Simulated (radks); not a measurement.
The numbers below are computed, except where a source is named.
Species: the iridium ion Ir2+. Configuration: [Kr] 4d10 4f14 5s2 5p4 5d9 (not the ground configuration). Code: a radial shooting solver on a logarithmic mesh with Libxc functionals. Model: Dirac Kohn-Sham, PBE, spin-unpolarised, spherical densities, point nucleus; open shells fill j = l - 1/2 first. Some entries of the table are withheld. Estimate them.

orbital,occ.,eigenvalue (hartree),<1/r> (bohr^-1)
1s1/2,2,-2794.629,92.26
2s1/2,2,-489.1889,(1)
2p1/2,2,-468.5849,22.53
2p3/2,4,-408.7590,18.59
3s1/2,2,-115.0483,8.288
3p1/2,2,-105.8297,(2)
3p3/2,4,-92.73037,(3)
3d3/2,4,-77.36321,7.071
3d5/2,6,-74.53301,6.835
4s1/2,2,-25.20376,3.496
4p1/2,2,-21.31570,3.385
4p3/2,4,-18.21771,3.030
4d3/2,4,-11.85067,2.823
4d5/2,6,-11.27545,2.740
5s1/2,2,-4.37845,1.401
4f5/2,6,-3.17531,2.338
5p1/2,2,-3.14796,1.276
4f7/2,8,-3.06022,2.305
5p3/2,2,-2.63630,1.149
5d3/2,4,-0.99927,0.8467
5d5/2,5,-0.94670,0.8174
6s1/2,0,-0.81199,0.5083
6p1/2,0,(4),(5)
6p3/2,0,(6),(7)

Answer. 
(1) 2s1/2 <1/r> (bohr^-1): 22.58
(2) 3p1/2 <1/r> (bohr^-1): 8.199
(3) 3p3/2 <1/r> (bohr^-1): 7.175
(4) 6p1/2 eigenvalue (hartree): -0.56765
(5) 6p1/2 <1/r> (bohr^-1): 0.4208
(6) 6p3/2 eigenvalue (hartree): -0.51418
(7) 6p3/2 <1/r> (bohr^-1): 0.3857
